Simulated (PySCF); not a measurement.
System: C₆H₁₁ (charge 0, doublet). It need not be the lowest isomer of its formula. 
Coordinates optimised at B3LYP-D3(BJ)/def2-TZVP (Ansatz):
SMILES: [CH]=C(C)CCC
```xyz
17

C      2.6114    -0.0589    -0.6111
C      1.1173     0.2358    -0.7093
C      0.3488    -0.2431     0.5272
C     -1.1401     0.0611     0.4785
C     -1.6847     0.9022     1.3210
C     -1.9426    -0.6532    -0.5801
H      3.0530     0.4335     0.2585
H      3.1440     0.2899    -1.4976
H      2.7952    -1.1314    -0.5121
H      0.7114    -0.2407    -1.6050
H      0.9565     1.3107    -0.8299
H      0.4771    -1.3273     0.6315
H      0.7850     0.2126     1.4188
H     -1.3601     1.5182     2.1455
H     -3.0030    -0.4249    -0.4926
H     -1.8084    -1.7354    -0.4926
H     -1.6116    -0.3682    -1.5815
```
Charge 0, spin multiplicity 2.

Dispersion corrections to the total energy (kcal/mol) from the dftd3 and dftd4 libraries through PySCF: D3(BJ) without and D4 with the three-body term, each with the damping fitted for the functional named.

```
functional  D3(BJ)      D4
----------  ------  ------
revPBE           …  -26.16
CAM-B3LYP    -6.25   -6.50
r2SCAN       -2.47   -2.09
BHLYP       -10.54       …
LC-wPBE      -7.60   -8.48
PW6B95       -3.90       …
HF          -61.09  -28.42
```

**Question.** Some entries are withheld; supply them.

**Answer.** 
- revPBE, D3(BJ): -21.44
- BHLYP, D4: -8.40
- PW6B95, D4: -6.53
